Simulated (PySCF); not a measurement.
C4H10OSi.
Structure used (PBE0-D3(BJ)/def2-SVP), in Å, numbered top down from 1:
```
atom  x, y, z in Å
C1     2.9872   -0.1046   -0.0851
C2     1.8316   -0.7404   -0.2809
C3     0.5410   -0.0863   -0.6651
C4    -0.5484   -0.2543    0.4008
Si5   -2.1974    0.5124   -0.0749
O6    -3.3716    0.2485    1.0808
H7     3.8934   -0.6404    0.2093
H8     3.0708    0.9797   -0.2158
H9     1.7905   -1.8280   -0.1333
H10    0.7191    0.9847   -0.8615
H11    0.1864   -0.5203   -1.6184
H12   -0.2074    0.1935    1.3515
H13   -0.7185   -1.3243    0.6158
H14   -2.7149   -0.1163   -1.3237
H15   -1.9967    1.9807   -0.3123
H16   -3.2623    0.6980    1.9229
```

All values: PBE0/pcSseg-1 (PySCF, non-relativistic), on one gas-phase PBE0-D3(BJ)/def2-SVP geometry that isn't relaxed in the solvent. The solvent is an IEF-PCM continuum (Bondi radii, 1.10 Å for H, scaled by 1.2). The model holds no explicit solvent molecules, cavitation or dispersion.

```csv
run,E − E(gas) (kcal/mol),HOMO (eV),HOMO–LUMO gap (eV),dipole (D)
gas,0.00,-7.43,7.74,1.51
P,-3.88,-7.38,7.75,1.71
Q,-5.23,-7.38,7.76,1.78
```

Q: The runs were made in acetone and chloroform. Which run belongs to which solvent?

A: P = chloroform, Q = acetone. The dielectric constants are 4.711 (chloroform), 20.49 (acetone), and the energy falls further as ε rises. In this model the ground state sees the solvent through ε alone.

Q: How constant is the ratio of the lowering to (ε − 1)/(2ε + 1)?

A: 
| solvent | (ε − 1)/(2ε + 1) | E − E(gas) (kcal/mol) | ratio (kcal/mol) | polarisation term (kcal/mol) |
| --- | --- | --- | --- | --- |
| chloroform | 0.356 | -3.88 | -10.9 | -4.15 |
| acetone | 0.464 | -5.23 | -11.3 | -5.73 |

The ratio changes by +3.4 % in size from chloroform to acetone. The polarisation term is half the interaction of the solute with the induced surface charges.

Time: 19 s wall; peak memory 0.95 GiB. Hardware: one thread, Arm Neoverse V2 (aarch64), shared host with 96 logical CPUs at a one-minute load of 82. This is the whole shielding run at PBE0/pcSseg-1 in acetone, SCF included.
